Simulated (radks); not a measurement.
The numbers below are computed, except where a source is named.
Charge is removed step by step from the 5s level of the lanthanum ion La3+, starting from [Xe]. Code: a radial shooting solver on a logarithmic mesh with Libxc functionals. Model: scalar-relativistic Kohn-Sham, r2SCAN, spin-unpolarised, spherical densities, finite nucleus; meta-GGA in the generalised Kohn-Sham scheme; Fermi nuclear charge, rms radius 4.855 fm.

removed (e)	E - E(0) (eV)	eigenvalue (eV)	E minus straight line (eV)
0	0.000	-62.612	0.000
0.25	16.063	-65.937	-1.260
0.5	32.960	-69.293	-1.685
0.75	50.700	-72.680	-1.268
1	69.290	-76.095	0.000

Removing the whole electron costs 69.290 eV by Delta-SCF, against 62.612 eV from minus the eigenvalue at the starting occupation. Slater's transition state (half an electron removed) gives 69.293 eV. Integrating minus the eigenvalue over the occupation (Janak's theorem) gives 69.313 eV. In this scalar-relativistic scheme the density is built from large components alone, so the theorem holds only approximately. The mean slope of the eigenvalue, de/dn, is 13.5 eV per electron.
